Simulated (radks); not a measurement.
Results of a calculation; reference values are marked as such.
Valence configurations of neutral indium (all share [Kr]). Code: a radial shooting solver on a logarithmic mesh with Libxc functionals. Model: Dirac Kohn-Sham, PBE, spin-unpolarised, spherical densities, finite nucleus; open shells fill j = l - 1/2 first; Fermi nuclear charge, rms radius 4.6156 fm. Energies are relative to 4d10 5s2 5p1; eigenvalues in eV.

4d10 5s2 5p1: E (eV) 0.000; e(4d3/2) -18.968; e(4d5/2) -18.109; e(5p1/2) -2.641; e(5s1/2) -8.094
4d10 5s1.5 5p1.5: E (eV) 2.759; e(4d3/2) -19.731; e(4d5/2) -18.870; e(5p1/2) -2.984; e(5s1/2) -8.564
4d10 5s1 5p2: E (eV) 5.578; e(4d3/2) -20.452; e(4d5/2) -19.588; e(5p1/2) -3.303; e(5s1/2) -8.998
4d10 5s0.5 5p2.5: E (eV) 8.628; e(4d3/2) -21.245; e(4d5/2) -20.379; e(5p1/2) -3.657; e(5p3/2) -3.305; e(5s1/2) -9.474
4d9.5 5s1.5 5p2: E (eV) 11.220; e(4d3/2) -22.398; e(4d5/2) -21.511; e(5p1/2) -3.551; e(5s1/2) -9.524
4d10 5p3: E (eV) 11.745; e(4d3/2) -22.004; e(4d5/2) -21.135; e(5p1/2) -3.990; e(5p3/2) -3.620
4d9 5s2 5p2: E (eV) 17.572; e(4d3/2) -24.392; e(4d5/2) -23.481; e(5p1/2) -3.806; e(5s1/2) -10.053
4d9 5s1 5p3: E (eV) 24.356; e(4d3/2) -25.898; e(4d5/2) -24.982; e(5p1/2) -4.482; e(5p3/2) -4.037; e(5s1/2) -10.945
4d8 5s2 5p3: E (eV) 39.873; e(4d3/2) -29.963; e(4d5/2) -29.000; e(5p1/2) -5.001; e(5p3/2) -4.479; e(5s1/2) -11.980

NIST lists [Kr] 4d10 5s2 5p1 as the ground configuration; this level of theory agrees among the configurations tried. The energies are those of spherical spin-averaged densities, not of single terms.
